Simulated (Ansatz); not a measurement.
Start from `[CH3][In]([NH2])[OH]` and change one atom or group to get `[CH3][In]([OH])[Cl]`.

Ansatz, PBE0-D4/def2-TZVP geometries, multiplicity 1. Each molecule was computed in one conformer, which needn't be the lowest.

Elements past krypton have def2 core potentials.

| property | `[CH3][In]([NH2])[OH]` |
| --- | --- |
| HOMO–LUMO gap (PBE0/def2-TZVPP) / eV | 6.38 |
| size of the dipole moment (B3LYP/def2-TZVPP) / D | 2.22 |
| size of the dipole moment (PBE/def2-TZVPP) / D | 2.11 |
| HOMO energy (B3LYP/def2-TZVPP) / eV | -6.77 |
| LUMO energy (PBE0/def2-TZVPP) / eV | -0.62 |
| HOMO energy (ωB97M-V/def2-TZVPP) / eV | -9.39 |

Question: Give the same properties after the change, and the shifts. (Best estimate.)

Answer: The calculation gave: 
| property | `[CH3][In]([OH])[Cl]` | shift |
| --- | --- | --- |
| HOMO–LUMO gap (PBE0/def2-TZVPP) / eV | 6.91 | 0.53 |
| size of the dipole moment (B3LYP/def2-TZVPP) / D | 4.54 | 2.32 |
| size of the dipole moment (PBE/def2-TZVPP) / D | 4.38 | 2.27 |
| HOMO energy (B3LYP/def2-TZVPP) / eV | -7.95 | -1.18 |
| LUMO energy (PBE0/def2-TZVPP) / eV | -1.29 | -0.67 |
| HOMO energy (ωB97M-V/def2-TZVPP) / eV | -10.43 | -1.04 |

With PBE0 the HOMO falls by 1.20 eV and the LUMO falls by 0.67 eV, so the gap widens by about 0.53 eV. PBE moves the HOMO by -1.26 eV and ωB97M-V by -1.04 eV. Dipoles are sizes alone; their direction can turn.

B3LYP here is the variant with VWN-RPA as its local correlation; programs differ in this.
